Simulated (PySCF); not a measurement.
C3H6N2Si, SMILES N#CC/C=N/[SiH3]. Geometry optimised at ωB97X-D3(BJ)/def2-SVP. The structure was generated by enumeration; whether it is a known compound was not checked. One conformer was computed; it need not be the lowest.

Q: Give the equilibrium geometry at ωB97X-D3(BJ)/def2-SVP (PySCF confirms it by a frequency run) as bond lengths and angles. (Estimate from the structure and the level; the computed values follow.)

A: This is not unique; one that fits is 
Atoms: N1 C2 C3 C4 N5 Si6 H7 H8 H9 H10 H11 H12. Bonded distances (Å): N1–C2 1.156, C2–C3 1.468, C3–C4 1.521, C3–H7 1.100, C3–H8 1.104, C4–N5 1.261, C4–H9 1.112, N5–Si6 1.763, Si6–H10 1.487, Si6–H11 1.498, Si6–H12 1.487. Angles (°): N1–C2–C3 178.6, C2–C3–C4 112.6, C2–C3–H7 110.5, C2–C3–H8 108.2, C4–C3–H7 109.0, C4–C3–H8 108.7, H7–C3–H8 107.7, C3–C4–N5 121.2, C3–C4–H9 114.8, N5–C4–H9 124.0, C4–N5–Si6 123.7, N5–Si6–H10 108.1, N5–Si6–H11 111.3, N5–Si6–H12 108.0, H10–Si6–H11 109.9, H10–Si6–H12 109.8, H11–Si6–H12 109.7.
